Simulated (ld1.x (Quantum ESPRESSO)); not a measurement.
## Reading a pseudo-wave (scandium (Sc))

Columns: radius, all-electron u(r) and pseudo u(r) of the 4s shell (level -15.84 eV) of scandium in the configuration [Ne] 3s2 3p6 3d1 4s0 4p0; LDA (PZ), scalar-relativistic, PAW scheme, ld1.x (Quantum ESPRESSO) 7.5.

| r (bohr) | all-electron | pseudo |
| --- | --- | --- |
| 0.118 | -0.0583 | 0.2297 |
| 0.235 | -0.2020 | 0.4331 |
| 0.353 | -0.0930 | 0.5927 |
| 0.470 | 0.0896 | 0.6915 |
| 0.588 | 0.2401 | 0.7253 |
| 0.705 | 0.3207 | 0.6959 |
| 0.822 | 0.3341 | 0.6134 |
| 0.940 | 0.2942 | 0.4912 |
| 1.058 | 0.2179 | 0.3468 |
| 1.175 | 0.1212 | 0.1971 |
| 1.292 | 0.0152 | 0.0533 |
| 1.410 | -0.0929 | -0.0782 |
| 1.528 | -0.1964 | -0.1929 |
| 1.645 | -0.2908 | -0.2908 |
| 1.763 | -0.3756 | -0.3757 |
| 1.880 | -0.4482 | -0.4482 |
| 1.998 | -0.5095 | -0.5095 |
| 2.115 | -0.5586 | -0.5586 |
| 2.232 | -0.5969 | -0.5969 |
| 2.350 | -0.6253 | -0.6253 |
| 2.468 | -0.6442 | -0.6442 |
| 2.585 | -0.6547 | -0.6547 |
| 2.702 | -0.6581 | -0.6581 |
| 2.820 | -0.6551 | -0.6551 |
| 2.938 | -0.6468 | -0.6468 |
| 3.055 | -0.6341 | -0.6341 |

Question: How many radial nodes do the two functions have?

Answer: The all-electron 4s function has n − l − 1 = 3 (the table is too coarse to show those close to the nucleus); the pseudo-wave has 1, since 1 lower shell of the same l stays in the valence.

Question: At about which radius was the pseudo-wave matched?

Answer: 1.90 bohr. The columns agree to 0.0005 from 1.65 bohr on; several derivatives are matched, so the curves merge somewhat inside the radius.

Question: Is the pseudo-wave norm-conserving?

Answer: No, it belongs to a PAW set: the norm inside the radius is not constrained, and the difference is carried by the augmentation charge.
